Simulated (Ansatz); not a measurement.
Question: Predict a relaxed structure of [MoO2S2]2- (MoS₂O₂²⁻), charge -2, singlet, at PBE-D4/def2-SVPD (Ansatz).

Answer: 
```xyz
5

Mo   -0.0577    0.0496   -0.0612
O     0.4614    0.9146   -1.4911
O    -1.7929    0.2274    0.0797
S     0.9387    0.9660    1.7700
S     0.4506   -2.1576   -0.2974
```
Point group C2v (tolerance 0.1 Å). The metal has 4 neighbours: O 1.75 Å, O 1.75 Å, S 2.28 Å, S 2.28 Å. This is one stationary point.

In the def2 sets Mo takes a core potential; there is no spin–orbit coupling. A multiply charged anion in the gas phase is held together partly by the finite basis. The highest occupied level of the charge -2 singlet lies above zero (up to 3.25 eV). The electron is either unbound and held by the finite basis, or the level is raised by self-interaction error.
